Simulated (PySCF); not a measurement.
## Two-dimensional NMR puzzle

Compound of formula C7H11N. Correlations simulated from computed shifts and the bond graph:

HSQC (one-bond C–H):
| δH | δC |
| --- | --- |
| 5.42 | 141.0 |
| 5.18 | 142.9 |
| 2.31 | 32.8 |
| 1.99 | 26.9 |
| 1.37 | 18.8 |
| 1.25 | 26.9 |
| 0.75 | 9.2 |
| 0.73 | 9.1 |
| 0.29 | 9.2 |
| 0.27 | 9.1 |

COSY cross peaks (H two or three bonds apart, from the bond graph; peaks can be absent where the dihedral angle is near 90°):
| δH | δH |
| --- | --- |
| 5.42 | 5.18 |
| 5.42 | 2.31 |
| 5.18 | 1.37 |
| 2.31 | 1.99 |
| 2.31 | 1.25 |
| 1.99 | 1.25 |
| 1.37 | 0.75 |
| 1.37 | 0.73 |
| 1.37 | 0.29 |
| 1.37 | 0.27 |
| 0.75 | 0.73 |
| 0.75 | 0.29 |
| 0.75 | 0.27 |
| 0.73 | 0.29 |
| 0.73 | 0.27 |
| 0.29 | 0.27 |

HMBC (two and three bonds, from the bond graph):
| δH | δC |
| --- | --- |
| 5.42 | 142.9, 32.8, 26.9, 18.8 |
| 5.18 | 141.0, 32.8, 18.8, 9.2, 9.1 |
| 2.31 | 142.9, 141.0, 26.9 |
| 1.99 | 141.0, 32.8 |
| 1.37 | 142.9, 141.0, 9.2, 9.1 |
| 1.25 | 141.0, 32.8 |
| 0.75 | 142.9, 18.8, 9.1 |
| 0.73 | 142.9, 18.8, 9.2 |
| 0.29 | 142.9, 18.8, 9.1 |
| 0.27 | 142.9, 18.8, 9.2 |

[PySCF 2.14.0 with density-fitted response routines: PBE0/pcSseg-1 with gauge-including orbitals; structure optimised with GFN2-xTB; one conformer; no solvent; no relativistic terms]

δ = σ(ref) − σ, references computed at the same level: TMS for ¹H (σ = 31.72 ppm) and ¹³C (σ = 186.93 ppm).

Exchangeable hydrogens are left out of these lists.

Problem. Work out the connectivity.

Solution. `C(=C\[C@H]1CN1)/C1CC1`.

Atom-mapped SMILES (the numbers label the heavy atoms): `[CH:1](=[CH:2]\[C@H:3]1[CH2:4][NH:5]1)/[CH:6]1[CH2:7][CH2:8]1` (H(Xn): hydrogen on atom n). Ha(C7), Ha(C8) are cis to C1 on the ring; Ha(C4) is cis to C2 on the ring; Hb(C7), Hb(C8) are trans to C1 on the ring; Hb(C4) is trans to C2 on the ring.

1. δC 142.9 is C1, an alkene CH (δH 5.18).
2. δC 141.0 is C2, an alkene CH (δH 5.42).
3. δC 32.8 is C3, an aziridine ring carbon (δH 2.31).
4. δC 26.9 is C4, an aziridine ring carbon (δH 1.99, 1.25).
5. δC 18.8 is C6, a three-membered-ring carbon (δH 1.37).
6. δC 9.2 is C8, a three-membered-ring carbon (δH 0.29, 0.75).
7. δC 9.1 is C7, a three-membered-ring carbon (δH 0.27, 0.73).
8. COSY links 5.42–5.18, 5.42–2.31, 5.18–1.37, 2.31–1.99, 2.31–1.25, 1.99–1.25.

The data come from this structure; uniqueness wasn't tested.

The OH or NH signal is concentration- and solvent-dependent in practice; the value given is the gas-phase one. Shifts are as computed. Against solution values, carbons near 30 ppm lie about +3 ppm off and those near 130 ppm about +5 ppm. Of 1211 compounds with measured shifts, 218 miss one by over three times the rms of a fit or turn the order of signals round; such compounds aren't used in these exercises.
